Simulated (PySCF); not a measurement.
Compound: C7H12NS (charge +1).
Geometry (GFN2-xTB, Å), atoms numbered from 1 in this order:
```xyz
21
C7H12NS angstrom
C     -1.2714    1.7287    0.3026
S     -1.3135    0.3138   -0.8259
C     -1.5794   -1.0549    0.3526
C     -0.2038   -1.4538    0.8535
C      0.7096   -1.4454   -0.3676
C      0.4717   -0.1493   -1.1502
C      1.4768    0.9643   -0.8554
C      1.7352    1.1407    0.5556
N      1.9136    1.2565    1.6772
H     -2.2926    1.8768    0.6456
H     -0.6097    1.5559    1.1448
H     -0.9633    2.6108   -0.2512
H     -2.2610   -0.7255    1.1329
H     -2.0465   -1.8572   -0.2184
H      0.1570   -0.7576    1.6111
H     -0.2412   -2.4448    1.3042
H      1.7544   -1.5193   -0.0666
H      0.4800   -2.3034   -1.0006
H      0.4840   -0.3321   -2.2270
H      1.1641    1.9181   -1.2886
H      2.4272    0.6947   -1.3292
```

IAO charges (e) from the PBE0/pcSseg-1 density (PySCF), one withheld:

```json
{"atom": "C1", "bonded to": "S2 H10 H11 H12", "charge": "-0.5181"}
{"atom": "S2", "bonded to": "C1 C3 C6", "charge": "+0.6705"}
{"atom": "C3", "bonded to": "S2 C4 H13 H14", "charge": "-0.3436"}
{"atom": "C4", "bonded to": "C3 C5 H15 H16", "charge": "-0.2651"}
{"atom": "C5", "bonded to": "C4 C6 H17 H18", "charge": "-0.2732"}
{"atom": "C6", "bonded to": "C5 C7 S2 H19", "charge": "-0.1799"}
{"atom": "C7", "bonded to": "C6 C8 H20 H21", "charge": "?"}
{"atom": "C8", "bonded to": "C7 N9", "charge": "+0.1179"}
{"atom": "N9", "bonded to": "C8", "charge": "-0.1980"}
{"atom": "H10", "bonded to": "C1", "charge": "+0.2072"}
{"atom": "H11", "bonded to": "C1", "charge": "+0.1951"}
{"atom": "H12", "bonded to": "C1", "charge": "+0.1991"}
{"atom": "H13", "bonded to": "C3", "charge": "+0.1932"}
{"atom": "H14", "bonded to": "C3", "charge": "+0.1904"}
{"atom": "H15", "bonded to": "C4", "charge": "+0.1635"}
{"atom": "H16", "bonded to": "C4", "charge": "+0.1892"}
{"atom": "H17", "bonded to": "C5", "charge": "+0.1821"}
{"atom": "H18", "bonded to": "C5", "charge": "+0.1664"}
{"atom": "H19", "bonded to": "C6", "charge": "+0.1933"}
{"atom": "H20", "bonded to": "C7", "charge": "+0.1929"}
{"atom": "H21", "bonded to": "C7", "charge": "+0.2196"}
```

Task: What is the charge on C7?

Result: The charges add up to the total charge, 1. The others sum to +1.3025, which leaves -0.3025 e for C7 (sp3 carbon next to a nitrile); the computed value is -0.3024, the difference coming from rounding.

Task: Add each hydrogen's charge to the atom that carries it.

Result: C1 +0.0833, C3 +0.0400, C4 +0.0876, C5 +0.0753, C6 +0.0134, C7 +0.1101. Atoms without hydrogen keep their charges.

Task: Across which bond do the charges differ most?

Result: S2–C1: +0.6705 on S2 against -0.5181 on C1, a difference of 1.1886 e. The lower charge is on the less electronegative element of the two (Pauling values: C 2.55, S 2.58).

Task: Take the bonds between elements whose Pauling electronegativities differ by more than 0.25. In how many does the more electronegative atom carry the lower charge?

Result: In 13 of 13.

Task: How much positive and how much negative charge does this set hold in all?

Result: +3.0804 e on 14 atoms and -2.0803 e on 7.

The IAO scheme counts the electrons in orthogonalised intrinsic atomic orbitals, a minimal basis polarised so that it spans the occupied orbitals exactly. The structure is a single GFN2-xTB conformer in the gas phase; no vibrational or solvent corrections.
